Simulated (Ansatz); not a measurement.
Relaxation of CH6GeOTe (10 atoms, charge 0, multiplicity 1), to a largest force component of 0.015 eV/Å in at most 40 steps.

These are results of RKS PBE/def2-SVP in Ansatz 0.2.0, not measurements.

```xyz
10
Properties=species:S:1:pos:R:3
O -0.590 0.527 1.599
C -0.828 1.194 0.349
Te 1.022 1.312 -0.689
Ge 1.217 -1.234 -0.861
H -1.532 0.529 1.995
H -1.539 0.631 -0.273
H -1.184 2.231 0.502
H -0.061 -1.729 -1.643
H 2.436 -1.651 -1.564
H 1.144 -1.860 0.588
```

Q: Where does it end, and by what steps?

A: It converged. After 38 steps the energy has fallen by 0.393 eV; O1 moved furthest, 0.97 Å.

```tsv
step	energy less start (eV)	largest force component (eV/Å)	accepted
0	0.0000	2.158	yes
2	-0.2038	0.524	yes
4	-0.2266	0.334	yes
6	-0.2535	0.170	yes
8	-0.2591	0.098	yes
10	-0.2594	1.012	no
12	-0.2818	0.428	yes
14	-0.3280	0.352	yes
16	-0.3507	0.309	no
18	-0.3585	0.438	yes
20	-0.3683	0.159	yes
22	-0.3702	0.085	yes
24	-0.3768	0.185	yes
26	-0.3802	0.295	yes
28	-0.3866	0.097	yes
30	-0.3890	0.219	yes
32	-0.3915	0.032	yes
34	-0.3918	0.127	no
36	-0.3924	0.048	yes
38	-0.3927	0.009	yes
```

```xyz
10
Properties=species:S:1:pos:R:3
O -1.349 1.130 1.685
C -0.955 1.265 0.368
Te 1.276 1.168 0.011
Ge 1.236 -1.283 -0.799
H -1.134 0.224 1.978
H -1.370 0.508 -0.334
H -1.227 2.281 0.024
H -0.244 -1.616 -1.149
H 2.118 -1.446 -2.065
H 1.732 -2.282 0.283
```

The run took 100 s on 2 threads of Arm Neoverse V1, with other jobs on the host, peak memory 0.17 GiB.
